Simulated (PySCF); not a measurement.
PySCF input file for Mg(F)(SMe) (CH3FMgS), SMILES C[S][Mg][F], B3LYP/pcJ-1. The structure is a stationary point at PBE0-D3(BJ)/def2-SVP. Other conformers were not sampled.

```python
import numpy as np
from pyscf import gto, scf, dft
from pyscf.prop.ssc import rks as ssc

mol = gto.M(
    atom='''
    Mg    0.11148394   -1.05383031    0.00000000
    F    -0.31365058   -2.75965296   -0.00000000
    S     0.68322419    1.16857134   -0.00000000
    C    -0.94145607    2.01847801    0.00000000
    H    -1.53236623    1.78885409    0.89767792
    H    -0.73307022    3.09712276   -0.00000000
    H    -1.53236622    1.78885410   -0.89767792
    ''',
    basis='pcJ-1',
    charge=0,
    spin=0,
    max_memory=1600,
    verbose=3,
)
mf = dft.RKS(mol, xc='b3lyp')
mf.grids.level = 3
mf.conv_tol = 1e-10
mf.max_cycle = 100
mf.kernel()
j = ssc.SSC(mf)
j.with_fcsd = True
j.max_cycle_cphf = 80
j.conv_tol = 1e-7
e11 = j.kernel()
```

Log of the run:

```
converged SCF energy = -733.218376136555
Reduced spin-spin coupling constant K (Hz)
               #0        #1        #2        #3        #4
        0 Mg   0.00000
        1 F  -20.86196   0.00000
        2 S  -28.55872  -5.44357   0.00000
        3 C   -1.81803  -0.07491 -23.67700   0.00000
        4 H    0.32683   0.00011   0.42795  18.72988   0.00000
        5 H    3.00982   0.08118   3.19546  18.95303  -0.44584
        6 H    0.32674   0.00023   0.42831  18.72974  -0.31056
               #5        #6
        5 H    0.00000
        6 H   -0.44583   0.00000
Spin-spin coupling constant J (Hz)
               #0        #1        #2        #3        #4
        0 Mg   0.00000
        1 F   37.53259   0.00000
        2 S    4.19438 -12.28447   0.00000
        3 C    0.87393  -0.55328 -14.27652   0.00000
        4 H   -0.62468   0.00318   1.02599 146.97178   0.00000
        5 H   -5.75271   2.38412   7.66098 148.72279 -13.91027
        6 H   -0.62450   0.00671   1.02685 146.97066  -9.68941
               #5        #6
        5 H    0.00000
        6 H  -13.90989   0.00000
```

Self-consistency was reached.

Cost: around 100 core-seconds (rough).
